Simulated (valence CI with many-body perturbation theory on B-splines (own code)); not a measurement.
# E1 transitions of Sb⁺

Computed by valence CI with perturbative core correlation (CI+MBPT): four valence electrons over a frozen Dirac-Fock core [Kr] 4d10, radial functions for each j: 11 s, 11 p, 9 d, 7 f, 5 g, 2 h, 1 i, with the one-electron correlation potential Σ1 (screened to all orders), the two-electron term Σ2, the three-electron term Σ3, Breit, model QED; selected single and double excitations, second order for the rest, scaled by the run's own slope (own B-spline code, finite nucleus).

Against 27 measured levels this calculation errs by 122 cm⁻¹ on average and by 285 at most. These come from a selection out of the NIST Handbook of Basic Atomic Spectroscopic Data. Levels without a partner in it may be off by more. Among the levels kept, up to 400 cm⁻¹ of a level comes from second order outside the variational space, and about a tenth of that is noise between levels of different J, which matters for small intervals.

Lines 201 to 250 of 285 in falling wavelength, among levels below 114627 cm⁻¹, chosen from the strongest by gf and those to the six lowest levels. Wavelengths and rates use the calculated energies, so an error of 100 cm⁻¹ moves a line at 1272 Å by 0.13 % and its rate by three times that or more. Electric multipoles are in the length gauge, E1 and E2 with the static RPA response of the core. Weak lines are less certain than strong ones. Lines between different terms over intervals too small for the method are left out, as are lines whose strength nearly cancels. Where a level lies close to another of its J and parity, the split of strength between their lines is uncertain. The highest levels of a list are the least certain.

Names give the largest LS component (configuration and term), which can be under half, so a name can repeat, a term be missing and a line seem to break the LS rules; names also repeat where a configuration has a term twice. Letters in brackets count levels of one name in rising energy.

| λ vac (Å) | λ from measured levels | Upper | Lower | A (s⁻¹) | S (a.u.) |
| --- | --- | --- | --- | --- | --- |
| 1297 |  | 5s2 5p 7s 3P°_1 | 5s2 5p2 1S_0 | 1.97e+07 | 6.37e-02 |
| 1287 |  | 5s2 5p 5d 1P°_1 | 5s2 5p2 1D_2 | 3.74e+08 | 1.18e+00 |
| 1273 |  | 5s2 5p 5d 3P°_2 | 5s2 5p2 1D_2 | 8.73e+07 | 4.44e-01 |
| 1272 | 1275 | 5s2 5p 5d 1F°_3 | 5s2 5p2 1D_2 | 3.30e+09 | 2.35e+01 |
| 1271 |  | 5s2 5p 5d 3P°_1 | 5s2 5p2 1D_2 | 3.18e+08 | 9.67e-01 |
| 1258 | 1259 | 5s2 5p 5d 3D°_1 | 5s2 5p2 3P_2 | 2.73e+07 | 8.03e-02 |
| 1243 | 1244 | 5s2 5p 5d 3D°_2 | 5s2 5p2 3P_2 | 1.54e+07 | 7.30e-02 |
| 1229 |  | 5s2 5p 6d 1P°_1 [a] | 5s2 5p2 1S_0 | 3.77e+08 | 1.04e+00 |
| 1218 | 1219 | 5s2 5p 5d 3D°_1 | 5s2 5p2 3P_1 | 5.13e+08 | 1.37e+00 |
| 1209 | 1211 | 5s2 5p 5d 3D°_3 | 5s2 5p2 3P_2 | 3.61e+09 | 2.21e+01 |
| 1204 | 1205 | 5s2 5p 5d 3D°_2 | 5s2 5p2 3P_1 | 3.39e+09 | 1.46e+01 |
| 1197 |  | 5s 5p3 1P°_1 | 5s2 5p2 1S_0 | 5.89e+08 | 1.49e+00 |
| 1191 |  | 5s2 5p 7s 1P°_1 | 5s2 5p2 1S_0 | 4.55e+08 | 1.14e+00 |
| 1180 |  | 5s2 5p 5d 1P°_1 | 5s2 5p2 3P_2 | 6.66e+08 | 1.62e+00 |
| 1174 | 1175 | 5s2 5p 5d 3D°_1 | 5s2 5p2 3P_0 | 3.04e+09 | 7.29e+00 |
| 1171 |  | 5s 5p3 3S°_1 | 5s2 5p2 1D_2 | 1.72e+08 | 4.10e-01 |
| 1168 |  | 5s2 5p 5d 3P°_2 | 5s2 5p2 3P_2 | 3.21e+09 | 1.26e+01 |
| 1167 | 1169 | 5s2 5p 5d 1F°_3 | 5s2 5p2 3P_2 | 1.04e+08 | 5.74e-01 |
| 1166 |  | 5s2 5p 5d 3P°_1 | 5s2 5p2 3P_2 | 3.05e+08 | 7.16e-01 |
| 1160 |  | 5s 5p3 1D°_2 | 5s2 5p2 1D_2 | 3.47e+09 | 1.34e+01 |
| 1145 |  | 5s2 5p 5d 1P°_1 | 5s2 5p2 3P_1 | 4.51e+08 | 1.00e+00 |
| 1135 |  | 5s2 5p 5d 3P°_0 | 5s2 5p2 3P_1 | 3.16e+09 | 2.28e+00 |
| 1134 |  | 5s2 5p 7s 3P°_1 | 5s2 5p2 1D_2 | 6.05e+07 | 1.31e-01 |
| 1134 |  | 5s2 5p 5d 3P°_2 | 5s2 5p2 3P_1 | 1.92e+08 | 6.88e-01 |
| 1132 |  | 5s2 5p 5d 3P°_1 | 5s2 5p2 3P_1 | 2.13e+09 | 4.57e+00 |
| 1130 |  | 5s2 5p 6d 3P°_1 | 5s2 5p2 1S_0 | 4.86e+06 | 1.04e-02 |
| 1112 |  | 5s2 5p 8s 3P°_1 | 5s2 5p2 1S_0 | 1.90e+08 | 3.87e-01 |
| 1106 |  | 5s2 5p 5d 1P°_1 | 5s2 5p2 3P_0 | 2.27e+08 | 4.55e-01 |
| 1104 |  | 5s2 5p 6d 1P°_1 [b] | 5s2 5p2 1S_0 | 8.57e+08 | 1.71e+00 |
| 1094 |  | 5s2 5p 5d 3P°_1 | 5s2 5p2 3P_0 | 3.30e+08 | 6.41e-01 |
| 1088 |  | 5s2 5p 6d 3F°_2 | 5s2 5p2 1D_2 | 2.20e+08 | 6.99e-01 |
| 1082 |  | 5s 5p3 3S°_1 | 5s2 5p2 3P_2 | 3.75e+09 | 7.03e+00 |
| 1082 |  | 5s2 5p 6d 1P°_1 [a] | 5s2 5p2 1D_2 | 6.34e+08 | 1.19e+00 |
| 1078 |  | 5s2 5p 6d 3F°_3 | 5s2 5p2 1D_2 | 8.29e+07 | 3.59e-01 |
| 1074 |  | 5s2 5p 6d 3P°_2 [a] | 5s2 5p2 1D_2 | 2.72e+08 | 8.33e-01 |
| 1072 |  | 5s 5p3 1D°_2 | 5s2 5p2 3P_2 | 1.75e+08 | 5.31e-01 |
| 1058 |  | 5s2 5p 7s 3P°_2 | 5s2 5p2 1D_2 | 1.42e+08 | 4.15e-01 |
| 1057 |  | 5s 5p3 1P°_1 | 5s2 5p2 1D_2 | 2.15e+09 | 3.75e+00 |
| 1052 |  | 5s2 5p 7s 1P°_1 | 5s2 5p2 1D_2 | 2.27e+06 | 3.92e-03 |
| 1052 |  | 5s 5p3 3S°_1 | 5s2 5p2 3P_1 | 1.75e+09 | 3.02e+00 |
| 1050 |  | 5s2 5p 7s 3P°_1 | 5s2 5p2 3P_2 | 1.96e+08 | 3.36e-01 |
| 1043 |  | 5s 5p3 1D°_2 | 5s2 5p2 3P_1 | 4.04e+07 | 1.13e-01 |
| 1024 |  | 5s2 5p 7s 3P°_0 | 5s2 5p2 3P_1 | 2.99e+08 | 1.59e-01 |
| 1022 |  | 5s2 5p 7s 3P°_1 | 5s2 5p2 3P_1 | 5.15e+07 | 8.14e-02 |
| 1019 |  | 5s 5p3 3S°_1 | 5s2 5p2 3P_0 | 4.62e+08 | 7.25e-01 |
| 1013 |  | 5s2 5p 6d 3D°_3 | 5s2 5p2 1D_2 | 2.45e+06 | 8.80e-03 |
| 1012 |  | 5s2 5p 6d 1D°_2 | 5s2 5p2 1D_2 | 3.54e+08 | 9.05e-01 |
| 1010 |  | 5s2 5p 6d 3F°_2 | 5s2 5p2 3P_2 | 1.12e+08 | 2.85e-01 |
| 1004 |  | 5s2 5p 6d 3P°_1 | 5s2 5p2 1D_2 | 8.04e+07 | 1.21e-01 |
| 1004 |  | 5s2 5p 6d 3P°_2 [b] | 5s2 5p2 1D_2 | 7.40e+08 | 1.85e+00 |
